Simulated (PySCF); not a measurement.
**Cadmium: a sound run and one with changed settings**

Sound run: Cd [Kr] 4d10 5s2, Cd⁺ [Kr] 4d10 5s1. Calculation: PySCF 2.14, in x2c-SVPall (6s6p5d1f, 56 functions); scalar relativity by spin-free X2C-1e. The sound run starts from symmetry-adapted Hartree-Fock orbitals and uses a fine grid where one is needed.

Changed run: initial guess minao, at most 5 SCF cycles. This setting is unsound on purpose.

```tsv
species	method	sound run (hartree)	changed run (hartree)	converged
Cd	UHF	-5590.77568	-5590.77568	no
Cd	LDA	-5587.75745	-5587.75745	no
Cd	MN15	-5597.06356	-5597.06356	no
Cd⁺	UHF	-5590.50566	-5590.50566	no
Cd⁺	LDA	-5587.41007	-5587.41007	no
Cd⁺	MN15	-5596.73025	-5596.73025	no
```

The SCF was stopped early; the energies are upper bounds that still move, and correlated levels were skipped or rest on poor orbitals.
